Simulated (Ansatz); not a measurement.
Consider the ligand exchange at the Si–N bond: `C[SiH](F)N=C=O` + `O[SiH2]O` → `C[SiH](F)O[SiH2]O` + `N=C=O`.

Computed with Ansatz on PBE0-D4/def2-TZVP structures; ΔE is electronic, products minus reactants. CBS: MP2 limit from def2 TZ/QZ plus the TZ coupled-cluster correction, frozen cores. This one scheme is used for every species. Functionals use def2-TZVPP. B3LYP here is the variant with VWN-RPA as its local correlation; programs differ in this. One conformer a species, not always the lowest.

| level | ΔE (kJ/mol) | difference from CCSD(T)/CBS |
| --- | --- | --- |
| B3LYP-D4 | -28.0 | -1.5 |
| ωB97X-V | -26.4 | 0.1 |
| ωB97M-V | -26.8 | -0.3 |
| B2PLYP | -23.8 | 2.7 |
| PBE0 | -19.9 | 6.6 |
| HF/def2-TZVPP | -23.8 | 2.7 |
| MP2/def2-TZVPP | -23.0 | 3.5 |
| SCS-MP2/def2-QZVPP | -24.5 | 2.0 |
| HF/CBS(def2) | -25.1 | 1.4 |
| CCSD/CBS(def2) | -26.0 | 0.5 |
| CCSD(T)/CBS | -26.5 | 0 |

Largest T1 diagnostic among the species: 0.018.

The D4 term adds −5.8 kJ/mol with B3LYP and −3.5 kJ/mol with PBE0; it sums over pairs of atoms, weighted by their polarisabilities, and B3LYP, whose exchange is more repulsive, gets the larger term.
